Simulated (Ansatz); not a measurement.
Computed with Ansatz on PBE0-D4/def2-TZVP structures; ΔE is electronic, products minus reactants. CCSD(T)/CBS is the MP2 limit (def2-TZVPP, def2-QZVPP) plus CCSD(T) − MP2 in def2-TZVPP, frozen cores. DFT in def2-TZVPP. Each species was taken in one conformer, which may not be the lowest.

Reaction (cleavage of the Si–Si bond): `O=CO[SiH2][SiH3]` + `CC(F)S` → `CC(F)S[SiH3]` + `O=CO[SiH3]`

CCSD(T)/CBS gives -0.53 eV.

(1) Another level gave -0.45 eV. Which?
A. ωB97X-V/def2-TZVPP
B. SCS-MP2/def2-TZVPP
C. B2PLYP/def2-TZVPP
D. PBE0-D4/def2-TZVPP

Largest T1 diagnostic among the species: 0.016.

## Answers

(1) D. PBE0-D4 -0.45, B2PLYP -0.54, ωB97X-V -0.50, SCS-MP2/def2-TZVPP -0.61 eV.

From PBE to PBE0 (25 % exact exchange), in def2-TZVPP and without D4, ΔE moves by −0.04 eV.
